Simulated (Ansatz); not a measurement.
Molecule: sum formula AlO2H2 (charge 0, doublet). It need not be the lowest isomer of its formula. 
Coordinates optimised at B3LYP-D3(BJ)/def2-TZVP (Ansatz, a program for electronic structure):
```xyz
5

Al     0.0795    -0.5089    -0.0126
O      1.0953     0.4653    -0.9725
H      1.0612     1.4216    -1.0460
O     -1.1776     0.0617     0.9855
H     -1.4361     0.9782     1.1053
```
Charge 0, spin multiplicity 2.

Computed values are from Ansatz. Valence correlation only, unless marked. Open shells are spin-unrestricted. No spin-orbit coupling. No relativistic terms. CBS(X,Y): correlation extrapolated as X^-3; Hartree-Fock from the larger set. [CCSD(T)-MP2]/basis is that difference in the basis named.

| Quantity | Result |
|---|---|
| atomisation energy De | 429.8 kcal/mol at RI-MP2/CBS(aug-cc-pV(T+d)Z,aug-cc-pV(Q+d)Z)+[CCSD(T)-MP2]/aug-cc-pV(T+d)Z |
| vertical ionisation energy (to the singlet) | 8.48 eV at RI-MP2/CBS(aug-cc-pV(T+d)Z,aug-cc-pV(Q+d)Z)+[CCSD(T)-MP2]/aug-cc-pV(T+d)Z |
| total energy | -393.6324 Eh at RI-MP2/CBS(aug-cc-pV(T+d)Z,aug-cc-pV(Q+d)Z)+[CCSD(T)-MP2]/aug-cc-pV(T+d)Z |
| dipole moment | 1.78 D at CCSD(T)/aug-cc-pV(D+d)Z |
| T1 diagnostic | 0.015 at CCSD/aug-cc-pV(T+d)Z |
